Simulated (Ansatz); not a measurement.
LaO3H3. Charge 0, multiplicity 1. Geometry r2SCAN-D4/def2-SVP, basis def2-TZVP, Ansatz.

Cartesian coordinates in Å:
```
La -0.860 0.491 -0.051
O -0.542 0.026 -2.141
O 0.854 1.319 1.248
O 1.290 -0.076 1.019
H -0.145 -0.161 -2.997
H 1.247 -0.460 1.911
H -1.844 -1.138 1.011
```

| run | HOMO (eV) | LUMO (eV) |
| --- | --- | --- |
| A | -5.08 | -2.12 |
| B | -6.27 | -1.49 |
| C | -5.32 | -1.64 |
| D | -5.41 | -1.99 |

In the def2 sets La takes a core potential; there is no spin–orbit coupling. The structure holds one bond between oxygen atoms, so isomers without such links may lie far lower. No other spin state of charge 0 was run. Another isomer (singlet) lies 0.05 eV lower at PBE0-D4/def2-TZVP; other spin states weren't run for this one.

The runs used B97M-V, PBE, PBE0, r2SCAN. Estimate which is which.

A PBE (0 % exact exchange); B PBE0 (25 % exact exchange); C r2SCAN (0 % exact exchange); D B97M-V (0 % exact exchange). Exact exchange lowers occupied and raises empty levels; among semilocal functionals meta-GGAs tend to open the gap a little, and such runs are hard to tell apart. The gap grows from 2.97 eV (PBE) to 4.78 eV (PBE0).
